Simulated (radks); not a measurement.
The numbers below are computed, except where a source is named.
Question: All-electron atom: Cs8+ in [Kr] 4d10 5s1. Level of theory: Dirac Kohn-Sham, relativistic LDA (MacDonald-Vosko exchange, VWN5 correlation), spin-unpolarised, spherical densities, finite nucleus; Fermi nuclear charge, rms radius 4.8041 fm (a radial shooting solver on a logarithmic mesh with Libxc functionals). Some entries of the table are withheld. Estimate them.

orbital,occ.,eigenvalue (hartree),<1/r> (bohr^-1),r(max) (bohr)
1s1/2,2,-1310.693,59.16,0.01685
2s1/2,2,-209.2228,13.87,0.09536
2p1/2,2,-197.3461,13.87,0.07285
2p3/2,4,-184.5260,12.71,0.07782
3s1/2,2,-46.67774,4.974,0.2735
3p1/2,2,(1),(2),0.2597
3p3/2,4,(3),(4),0.2707
3d3/2,4,-30.32308,4.467,(5)
3d5/2,6,-29.79797,4.393,(6)
4s1/2,2,-11.97056,2.044,0.6427
4p1/2,2,(7),(8),0.6555
4p3/2,4,(9),(10),0.6796
4d3/2,4,-6.66347,1.631,0.7115
4d5/2,6,-6.57570,1.608,0.7196
5s1/2,1,-4.39152,0.8897,1.431

Answer: 
(1) 3p1/2 eigenvalue (hartree): -41.66710
(2) 3p1/2 <1/r> (bohr^-1): 4.891
(3) 3p3/2 eigenvalue (hartree): -39.20753
(4) 3p3/2 <1/r> (bohr^-1): 4.603
(5) 3d3/2 r(max) (bohr): 0.2185
(6) 3d5/2 r(max) (bohr): 0.2216
(7) 4p1/2 eigenvalue (hartree): -10.15783
(8) 4p1/2 <1/r> (bohr^-1): 1.942
(9) 4p3/2 eigenvalue (hartree): -9.64427
(10) 4p3/2 <1/r> (bohr^-1): 1.848
